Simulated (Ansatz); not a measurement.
The same atomization along the group O, S, Se.

Computed with Ansatz on PBE0-D4/def2-TZVP structures; ΔE is electronic, products minus reactants. CCSD(T)/CBS is the MP2 limit (def2-TZVPP, def2-QZVPP) plus CCSD(T) − MP2 in def2-TZVPP, frozen cores. This one scheme is used for every species, atoms too. Functionals use def2-TZVPP. B3LYP here is the variant with VWN-RPA as its local correlation; programs differ in this. Open shells (•) are unrestricted, without spin–orbit coupling. Spin–orbit coupling would lower the free atoms: a little for O, S, Si; clearly for Se. For Se outer-core shells are correlated without core-valence functions, so the limit isn't a true one: a few kJ/mol of doubt a bond, and 10 to 20 or more in all where bonds break to atoms. Scalar relativity is left out up to krypton. One conformer a species, not always the lowest.

```csv
reaction,MP2/CBS(def2) (kJ/mol),r2SCAN-D4 (kJ/mol),B3LYP-D4 (kJ/mol),ωB97X-V (kJ/mol)
`N[SiH2]O[SiH3]` → 7 H• + N• + O• + 2 Si•,3792,3732,3753,3775
`N[SiH2]S[SiH3]` → 7 H• + N• + S• + 2 Si•,3481,3459,3466,3501
`N[SiH2][Se][SiH3]` → 7 H• + N• + Se• + 2 Si•,3415,3389,3397,3426
```

Task: Give the CCSD(T)/CBS values in the same order. (An estimate is asked.)

Result: Ansatz gave: 3766, 3476, 3413 kJ/mol.

Largest T1 diagnostic: 0.012, for Si•.

For atomizations the MP2-based limit and the directly extrapolated one differ by several kJ/mol either way, and by 10 to 25 for some Ge, Se and Sn compounds, so smaller differences from it don't rank the levels.
